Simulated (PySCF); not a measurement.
BeF2, SMILES [F][Be][F]. Geometry optimised at PBE0-D3(BJ)/def2-TZVP. The isomer is the one that the SMILES or the coordinates give; other isomers of the formula were not compared.

Task: Give the equilibrium geometry at PBE0-D3(BJ)/def2-TZVP (PySCF confirms it by a frequency run) as a Z-matrix, and its point group. (The exact figures need the calculation; the answer reports its results.)

Result: point group D∞h.
```
Be
F 1 1.3783
F 1 1.3783 2 180.00
```
Charge 0, spin multiplicity 1.
